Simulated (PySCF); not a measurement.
A structure optimised at PBE0-D3(BJ)/def2-TZVP, used in a PySCF frequency run:

```xyz
7

Al    -0.2628     0.1410    -0.7801
H     -0.7331    -0.5195    -2.1430
O     -0.2161     1.8299    -0.6232
H     -0.4627     2.4284    -1.3266
P      0.2627    -1.0750     1.1209
H      1.3771    -0.2434     1.4138
H      1.0240    -2.0128     0.3701
```
Charge 0, spin multiplicity 1.

### Question
Write its SMILES and formula.

### Answer
[OH][AlH][PH2], AlH₄OP

### Question
What are its rotational constants (standard atomic weights)?

### Answer
20.601, 3.2397, 2.8551 GHz
